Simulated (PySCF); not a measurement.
## Spinor energies of Pd³⁺ (palladium, charge +3)

Start: [Kr] 4d7; 4d3/2 filled at m_j = +1/2, +3/2; 4d5/2 filled at m_j = -3/2, -1/2, +1/2, +3/2, +5/2. Calculated with PySCF 2.14 in x2c-SVPall-2c with one added diffuse shell each of s, p, d type (7s9p7d1f, 76 functions): generalised Hartree-Fock with the X2C-1e Hamiltonian and a Gaussian nucleus; one run each with spin-orbit coupling (SO) switched off, then screened by Boettger's factors. This is a chosen level, not necessarily the ground level.

```csv
spinor shell,electrons,"ε, spin-free (eV)","ε, screened SO (eV)",weight of nominal j (screened SO),"rms radius, screened SO (bohr)"
1s1/2,2,-24513.9,-24512.1,1.000,0.0366
2s1/2,2,-3698.3,-3697.7,1.000,0.150
2p1/2,2,-3314.2,-3424.7,1.000,0.130
2p3/2,4,-3314.2,-3262.8,1.000,0.135
3s1/2,2,-737.26,-737.07,1.000,0.403
3p1/2,2,-607.59,-627.51,1.000,0.399
3d3/2,4,-401.80,-405.41,0.991,0.387
3d5/2,6,-401.80,-399.16,0.994,0.390
4s1/2,2,-145.95,-145.88,1.000,1.01
4p1/2,2,-105.83,-111.50,0.845,1.09
4p3/2,4,-105.83,-103.03,0.922,1.11
4d5/2,5,-49.752,-50.561,0.529,1.40
4d3/2,2,-49.752,-47.762,0.615,1.42
```

Where does 3p3/2 lie, and what is the 3p spin-orbit splitting (screened SO)?

At -598.19 eV, 29.318 eV above 3p1/2.

| quantity | spin-free | screened SO |
| --- | --- | --- |
| E (hartree) | -5039.84736 | -5040.68900 |
| M_J | 9/2 | 9/2 |
| ⟨J²⟩ | 24.756 | 24.757 |
| ⟨L²⟩ | 12.005 | 12.211 |
| ⟨S²⟩ | 3.751 | 3.690 |

Each row is a mean over spinors that exchange with the open shell spreads, by up to 9.743 eV (4p3/2).

Rows whose weight is well below 1 are mixtures of j = l ± 1/2: exchange outweighs spin-orbit coupling there, and the label is only the starting occupation.

Breit and QED terms are absent; they matter most for the inner s and p1/2 levels.

Densities and radii are taken from the X2C orbitals without a picture-change correction, which distorts them close to the nucleus.

Without spin-orbit coupling the j labels of p, d and f shells carry no meaning; the spin-free column gives the mean over the occupied spinors of each nl shell.
